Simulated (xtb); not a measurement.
C$_{2}$H$_{2}$F (SMILES C=[C]F), doublet, geometry from GFN2-xTB, atoms displaced at random by about 0.06 Å a coordinate; xtb with GFN2-xTB.

The xtb input:
```
$ xtb mol.xyz --gfn 2 --chrg 0 --uhf 1 --opt --json

# file mol.xyz
5

C      0.05732301     0.36523877    -0.12545663
C      1.27351821    -0.16265614     0.07301098
F     -1.24297395    -0.04783099     0.02962273
H      1.42353508    -1.11567282    -0.12779336
H      2.09231960     0.51557458    -0.05399713
```

It wrote (shortened):

```
   ID    Z sym.   atoms
    1    6 C      1, 2
    2    9 F      3
    3    1 H      4, 5

           -------------------------------------------------
          |                Calculation Setup                |
           -------------------------------------------------

           -------------------------------------------------
          |                 G F N 2 - x T B                 |
           -------------------------------------------------

          ...................................................
          :                      SETUP                      :
          :.................................................:
          :  # basis functions                  14          :
          :  # atomic orbitals                  14          :
          :  # shells                            8          :
          :  # electrons                        17          :
          :  max. iterations                   250          :
          :  Hamiltonian                  GFN2-xTB          :
          :  restarted?                      false          :
          :  GBSA solvation                  false          :
          :  PC potential                    false          :
          :  electronic temp.          300.0000000     K    :
          :  accuracy                    1.0000000          :
          :  -> integral cutoff          0.2500000E+02      :
          :  -> integral neglect         0.1000000E-07      :
          :  -> SCF convergence          0.1000000E-05 Eh   :
          :  -> wf. convergence          0.1000000E-03 e    :
          :  Broyden damping             0.4000000          :
          :  net charge                          0          :
          :  unpaired electrons                  1          :
          ...................................................

 iter      E             dE          RMSdq      gap      omega  full diag
   1     -9.9689532 -0.996895E+01  0.509E+00    2.75       0.0  T
   2     -9.9701917 -0.123847E-02  0.382E+00    3.15       1.0  T
   3     -9.9757728 -0.558109E-02  0.228E+00    2.75       1.0  T
   4     -9.9866142 -0.108415E-01  0.294E-01    2.94       1.0  T
   5     -9.9867712 -0.156948E-03  0.810E-02    2.91       1.0  T
   6     -9.9867752 -0.399720E-05  0.304E-02    2.91       1.5  T
   7     -9.9867750  0.155667E-06  0.111E-02    2.92       4.0  T
   8     -9.9867756 -0.573793E-06  0.220E-03    2.92      20.3  T
   9     -9.9867756 -0.970025E-08  0.104E-03    2.92      43.2  T
[...]
         :: total energy              -9.876225853710 Eh    ::
 * total energy  :    -9.8762259 Eh     change       -0.1705303E-12 Eh
 * total energy  :    -9.8911043 Eh     change       -0.1487849E-01 Eh
 * total energy  :    -9.8935111 Eh     change       -0.2406801E-02 Eh
 * total energy  :    -9.8937580 Eh     change       -0.2468984E-03 Eh
 * total energy  :    -9.8938341 Eh     change       -0.7602322E-04 Eh
 * total energy  :    -9.8938449 Eh     change       -0.1088022E-04 Eh
 * total energy  :    -9.8938471 Eh     change       -0.2107533E-05 Eh
   *** GEOMETRY OPTIMIZATION CONVERGED AFTER 7 ITERATIONS ***
         :: total energy              -9.893847053217 Eh    ::
[...]
        13                          0.3411784               9.2839
        14                          0.6768650              18.4184
      -------------------------------------------------------------
                  HL-Gap            0.1380613 Eh            3.7568 eV
             Fermi-level           -0.3352019 Eh           -9.1213 eV

     #   Z          covCN         q      C6AA      α(0)
     1   6 C        1.765     0.090    29.003     8.707
     2   6 C        2.832    -0.111    30.791     9.093
     3   9 F        0.785    -0.145    10.685     3.861
     4   1 H        0.925     0.088     1.899     2.155
     5   1 H        0.926     0.078     1.997     2.210

 Mol. C6AA /au·bohr⁶  :        285.141789
 Mol. C8AA /au·bohr⁸  :       6653.766422
 Mol. α(0) /au        :         26.026590

Wiberg/Mayer (AO) data.
largest (>0.10) Wiberg bond orders for each atom

 ---------------------------------------------------------------------------
     #   Z sym  total        # sym  WBO       # sym  WBO       # sym  WBO
 ---------------------------------------------------------------------------
     1   6 C    3.243 --     2 C    2.027     3 F    1.123
     2   6 C    3.976 --     1 C    2.027     5 H    0.956     4 H    0.892
     3   9 F    1.255 --     1 C    1.123
     4   1 H    0.983 --     2 C    0.892
     5   1 H    0.994 --     2 C    0.956
 ---------------------------------------------------------------------------

Topologies differ in total number of bonds
Writing topology from bond orders to xtbtopo.mol

molecular dipole:
                 x           y           z       tot (Debye)
 q only:        0.613       0.001      -0.008
   full:        0.644      -0.113      -0.012       1.662
molecular quadrupole (traceless):
                xx          xy          yy          xz          yz          zz
 q only:        0.271      -0.329       0.284      -0.071       0.022      -0.554
  q+dip:        0.615      -1.255       0.704      -0.113       0.069      -1.320
   full:       -0.046      -0.896       0.616      -0.086       0.047      -0.569

optimized geometry written to: xtbopt.xyz

           -------------------------------------------------
          | TOTAL ENERGY               -9.893847053217 Eh   |
          | GRADIENT NORM               0.000782481638 Eh/α |
          | HOMO-LUMO GAP               3.756839687022 eV   |
           -------------------------------------------------

normal termination of xtb
```
